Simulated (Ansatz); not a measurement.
MnN₃F₃H₉⁻ (relaxed from a model of mer-[MnF3(NH3)3]-, whose bonding it doesn't keep). Charge -1, multiplicity 6. Geometry B3LYP-D4/def2-SVPD.

```xyz
16

Mn    0.542    0.118    0.474
F     0.228    1.567   -0.879
F    -1.100   -0.956    0.934
F     2.321   -0.183    1.406
N    -1.796   -0.314   -1.847
H    -1.891   -0.657   -0.882
H    -2.720   -0.056   -2.182
H    -1.243    0.548   -1.747
N     0.929   -1.405   -1.249
H     0.981   -2.354   -0.891
H     1.747   -1.211   -1.818
H     0.078   -1.301   -1.813
N     0.412    1.466    2.419
H    -0.258    1.161    3.117
H     0.423    2.478    2.345
H     1.347    1.096    2.614
```

HSE06 is defined as in plane-wave codes, on full-range PBE exchange. At PBE-D4/def2-SVPD, PBE-D4/def2-TZVPD, r2SCAN-D4/def2-TZVPD the highest occupied level of the charge -1 sextet lies above zero (up to 0.71 eV). By energy differences its removal costs 2.68 eV (vertical, to the charge 0 quintet, at PBE-D4/def2-TZVPD), and other spins of that charge weren't run; a positive level beside a positive removal energy at the same level points to self-interaction error. In the sextet geometry the species has come apart into loosely held pieces.

Estimate the α-spin orbital energies around the gap (eV) in Ansatz with PBE-D4/def2-SVPD, PBE-D4/def2-TZVPD, r2SCAN-D4/def2-TZVPD, PBE0-D4/def2-TZVPD, HSE06-D4/def2-TZVPD.


```json
{"orbital": "HOMO−13", "PBE-D4/def2-SVPD": "-3.57", "PBE-D4/def2-TZVPD": "-3.58", "r2SCAN-D4/def2-TZVPD": "-3.90", "PBE0-D4/def2-TZVPD": "-5.58", "HSE06-D4/def2-TZVPD": "-5.16"}
{"orbital": "HOMO−12", "PBE-D4/def2-SVPD": "-3.49", "PBE-D4/def2-TZVPD": "-3.50", "r2SCAN-D4/def2-TZVPD": "-3.83", "PBE0-D4/def2-TZVPD": "-5.23", "HSE06-D4/def2-TZVPD": "-4.81"}
{"orbital": "HOMO−11", "PBE-D4/def2-SVPD": "-2.86", "PBE-D4/def2-TZVPD": "-2.89", "r2SCAN-D4/def2-TZVPD": "-3.18", "PBE0-D4/def2-TZVPD": "-4.75", "HSE06-D4/def2-TZVPD": "-4.33"}
{"orbital": "HOMO−10", "PBE-D4/def2-SVPD": "-2.78", "PBE-D4/def2-TZVPD": "-2.78", "r2SCAN-D4/def2-TZVPD": "-3.12", "PBE0-D4/def2-TZVPD": "-4.72", "HSE06-D4/def2-TZVPD": "-4.30"}
{"orbital": "HOMO−9", "PBE-D4/def2-SVPD": "-2.75", "PBE-D4/def2-TZVPD": "-2.76", "r2SCAN-D4/def2-TZVPD": "-3.09", "PBE0-D4/def2-TZVPD": "-4.66", "HSE06-D4/def2-TZVPD": "-4.24"}
{"orbital": "HOMO−8", "PBE-D4/def2-SVPD": "-2.70", "PBE-D4/def2-TZVPD": "-2.71", "r2SCAN-D4/def2-TZVPD": "-3.01", "PBE0-D4/def2-TZVPD": "-4.53", "HSE06-D4/def2-TZVPD": "-4.11"}
{"orbital": "HOMO−7", "PBE-D4/def2-SVPD": "-2.34", "PBE-D4/def2-TZVPD": "-2.35", "r2SCAN-D4/def2-TZVPD": "-2.66", "PBE0-D4/def2-TZVPD": "-4.15", "HSE06-D4/def2-TZVPD": "-3.74"}
{"orbital": "HOMO−6", "PBE-D4/def2-SVPD": "-2.30", "PBE-D4/def2-TZVPD": "-2.31", "r2SCAN-D4/def2-TZVPD": "-2.62", "PBE0-D4/def2-TZVPD": "-4.04", "HSE06-D4/def2-TZVPD": "-3.62"}
{"orbital": "HOMO−5", "PBE-D4/def2-SVPD": "-2.00", "PBE-D4/def2-TZVPD": "-2.05", "r2SCAN-D4/def2-TZVPD": "-2.34", "PBE0-D4/def2-TZVPD": "-3.57", "HSE06-D4/def2-TZVPD": "-3.16"}
{"orbital": "HOMO−4", "PBE-D4/def2-SVPD": "-0.45", "PBE-D4/def2-TZVPD": "-0.42", "r2SCAN-D4/def2-TZVPD": "-0.88", "PBE0-D4/def2-TZVPD": "-2.78", "HSE06-D4/def2-TZVPD": "-2.36"}
{"orbital": "HOMO−3", "PBE-D4/def2-SVPD": "-0.42", "PBE-D4/def2-TZVPD": "-0.39", "r2SCAN-D4/def2-TZVPD": "-0.85", "PBE0-D4/def2-TZVPD": "-2.75", "HSE06-D4/def2-TZVPD": "-2.33"}
{"orbital": "HOMO−2", "PBE-D4/def2-SVPD": "0.35", "PBE-D4/def2-TZVPD": "0.38", "r2SCAN-D4/def2-TZVPD": "-0.05", "PBE0-D4/def2-TZVPD": "-1.90", "HSE06-D4/def2-TZVPD": "-1.49"}
{"orbital": "HOMO−1", "PBE-D4/def2-SVPD": "0.49", "PBE-D4/def2-TZVPD": "0.53", "r2SCAN-D4/def2-TZVPD": "0.10", "PBE0-D4/def2-TZVPD": "-1.75", "HSE06-D4/def2-TZVPD": "-1.34"}
{"orbital": "HOMO", "PBE-D4/def2-SVPD": "0.70", "PBE-D4/def2-TZVPD": "0.71", "r2SCAN-D4/def2-TZVPD": "0.29", "PBE0-D4/def2-TZVPD": "-1.48", "HSE06-D4/def2-TZVPD": "-1.08"}
{"orbital": "LUMO", "PBE-D4/def2-SVPD": "2.89", "PBE-D4/def2-TZVPD": "2.62", "r2SCAN-D4/def2-TZVPD": "3.24", "PBE0-D4/def2-TZVPD": "3.27", "HSE06-D4/def2-TZVPD": "2.95"}
{"orbital": "LUMO+1", "PBE-D4/def2-SVPD": "3.20", "PBE-D4/def2-TZVPD": "2.80", "r2SCAN-D4/def2-TZVPD": "3.44", "PBE0-D4/def2-TZVPD": "3.42", "HSE06-D4/def2-TZVPD": "3.11"}
{"orbital": "LUMO+2", "PBE-D4/def2-SVPD": "4.04", "PBE-D4/def2-TZVPD": "3.47", "r2SCAN-D4/def2-TZVPD": "4.15", "PBE0-D4/def2-TZVPD": "4.07", "HSE06-D4/def2-TZVPD": "3.76"}
{"orbital": "LUMO+3", "PBE-D4/def2-SVPD": "4.26", "PBE-D4/def2-TZVPD": "3.75", "r2SCAN-D4/def2-TZVPD": "4.32", "PBE0-D4/def2-TZVPD": "4.25", "HSE06-D4/def2-TZVPD": "3.98"}
{"orbital": "LUMO+4", "PBE-D4/def2-SVPD": "4.89", "PBE-D4/def2-TZVPD": "4.23", "r2SCAN-D4/def2-TZVPD": "4.90", "PBE0-D4/def2-TZVPD": "4.79", "HSE06-D4/def2-TZVPD": "4.49"}
{"orbital": "LUMO+5", "PBE-D4/def2-SVPD": "5.31", "PBE-D4/def2-TZVPD": "4.63", "r2SCAN-D4/def2-TZVPD": "5.40", "PBE0-D4/def2-TZVPD": "5.31", "HSE06-D4/def2-TZVPD": "4.99"}
{"orbital": "β HOMO", "PBE-D4/def2-SVPD": "-1.96", "PBE-D4/def2-TZVPD": "-1.99", "r2SCAN-D4/def2-TZVPD": "-2.27", "PBE0-D4/def2-TZVPD": "-3.52", "HSE06-D4/def2-TZVPD": "-3.11"}
{"orbital": "β LUMO", "PBE-D4/def2-SVPD": "2.95", "PBE-D4/def2-TZVPD": "2.69", "r2SCAN-D4/def2-TZVPD": "3.35", "PBE0-D4/def2-TZVPD": "3.31", "HSE06-D4/def2-TZVPD": "3.00"}
```
